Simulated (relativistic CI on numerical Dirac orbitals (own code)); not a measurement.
# What each ingredient does to the levels of Eu+

Base calculation: Dirac-Coulomb-Breit CI, orbitals from a KLI potential per configuration, model QED, valence Slater integrals scaled by 0.85, P86 correlation energy added to each configuration.

Configuration list (outside the closed core [Xe]): 4f7.6s, 4f7.5d, 4f7.6p, 4f6.6s2, 4f8, 4f7.7s, 4f7.7p, 4f6.7s2, 4f5.6s.7s2. The list is cut by size and lacks configurations that can hold low levels.

The lowest level and the first level of each name with at least 55 % of one term (blank where a level has no safe partner in the second run):

| Level | Base (cm⁻¹) | Shift (cm⁻¹) |
| --- | --- | --- |
| 4f7.6s 9S°_4 | 0.0 | 0.0 |
| 4f7.6s 7S°_3 | 2442.3 | +2.9 |
| 4f7.5d 9D°_2 | 7930.2 | +79.4 |
| 4f7.5d 9D°_3 | 8029.3 | +78.9 |
| 4f7.5d 9D°_4 | 8170.8 | +78.2 |
| 4f7.5d 9D°_5 | 8365.9 | +77.0 |
| 4f7.5d 9D°_6 | 8631.1 | +75.2 |
| 4f7.5d 7D°_4 | 17552.9 | +77.9 |
| 4f7.5d 7D°_3 | 17575.2 | +77.2 |
| 4f7.5d 7D°_2 | 17617.4 | +76.5 |
| 4f7.5d 7D°_5 | 17623.6 | +77.8 |
| 4f7.5d 7D°_1 | 17659.5 | +75.9 |
| 4f7.6p 9P_3 | 22215.2 | +65.1 |
| 4f7.6p 9P_4 | 22584.5 | +65.0 |

For a near-neutral ion this model can misplace configurations by up to about 10,000 cm⁻¹ (more where the count of f electrons changes) and terms by 10 to 25 % of their spread. Rates follow the energies as ν³ (E1, M1) or ν⁵ (E2), so they and the lifetimes can be off by large factors. The fine structure of a lone outer electron comes out too small, for d and f at times inverted, and misplaced configurations move strength between like terms. 10 of the 25 excited levels that our extract of the measured tables holds in this range could be paired (the sources list more); they are missed by 1341 cm⁻¹ on average and 2497 at most, and levels without a partner can miss by more. Some levels of the ground configuration have no partner and can miss by 10 % or more.

Question: One thing was changed in a second run, which moved the levels as shown. Which?
A. QED terms removed
B. one mean potential for all configurations
C. Breit term removed
D. self-excluded LDA correlation estimate
E. no correlation estimate
F. configuration mixing switched off

Answer: A. QED terms removed. QED shifts follow the density of s (and p1/2) electrons at the nucleus, so configurations move by their count of such electrons; where none moves, the smaller shifts of p3/2 electrons and of j = l + 1/2 against j = l − 1/2 set the pattern.
